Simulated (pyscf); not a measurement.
# H₃C–C(CH₃)=C=OH⁺ (SMILES CC(C)=C=[OH+]), singlet

Gas-phase minimum from PySCF at ωB97X-D3(BJ)/def2-SVP, one conformer. H₃C–C(CH₃)=C=OH⁺ lies 34.1 kcal/mol over its isomer H₃C–CH(CH₃)–C⁺=O (electronic energy, ωB97M-D3(BJ)/def2-TZVP). 

SMILES: CC(C)=C=[OH+]
```xyz
12

C     -1.0050    -0.0968    -2.2849
C     -0.3238     0.0996    -0.9422
C      0.9686     0.8927    -0.8614
C     -0.8581    -0.3784     0.1318
O     -1.2750    -0.9799     1.1295
H     -1.2440     0.8933    -2.7009
H     -0.2890    -0.5992    -2.9526
H     -1.9218    -0.6971    -2.2215
H      1.7041     0.4005    -1.5153
H      1.3753     0.9554     0.1562
H      0.7776     1.9072    -1.2422
H     -1.9216    -0.4762     1.6762
```
Charge +1, spin multiplicity 1.

Bonded distances (Å): C1–C2 1.518, C1–H6 1.100, C1–H7 1.100, C1–H8 1.098, C2–C3 1.519, C2–C4 1.291, C3–H9 1.100, C3–H10 1.098, C3–H11 1.100, C4–O5 1.237, O5–H12 0.985. Bond angles (°): C2–C1–H6 108.4, C2–C1–H7 107.7, C2–C1–H8 113.2, H6–C1–H7 108.8, H6–C1–H8 109.4, H7–C1–H8 109.2, C1–C2–C3 119.8, C1–C2–C4 120.1, C3–C2–C4 120.1, C2–C3–H9 107.7, C2–C3–H10 113.2, C2–C3–H11 108.4, H9–C3–H10 109.2, H9–C3–H11 108.8 (the first ones only).

Properties at ωB97X-D3(BJ)/def2-SVP:

```yaml
harmonic_wavenumbers_unscaled: 132, 145, 176, 233, 320, 428, 649, 700, 739, 980, 983, 1034, 1076, 1204, 1212, 1334, 1383, 1404, 1445, 1452, 1466, 1482, 2122, 3087, 3087, 3194, 3196, 3213, 3213, 3607 cm⁻¹
zero_point_energy: 63.9 kcal/mol
rotational_symmetry_number: 1
Entropy of this conformer at 298 K and 1 atm, rigid rotor and harmonic oscillator, modes under 100 cm⁻¹ raised to 100: 326.7 J/(mol K)
dipole_moment: depends on origin
```

Single-point totals, which compare only within one level:

| level | total energy (hartree) |
|---|---|
| ωB97X-D3(BJ)/def2-TZVP | -231.69505 |
| PBE/def2-TZVP | -231.31482 |
| r²SCAN/def2-TZVP | -231.46922 |
| B3LYP-D3(BJ)/def2-TZVP | -231.62403 |
| PBE0-D3(BJ)/def2-TZVP | -231.33643 |
| M06-2X/def2-TZVP | -231.49425 |
| ωB97M-D3(BJ)/def2-TZVP | -231.66173 |

Soft torsions are taken as harmonic, which can shift the entropy by several J/(mol K).
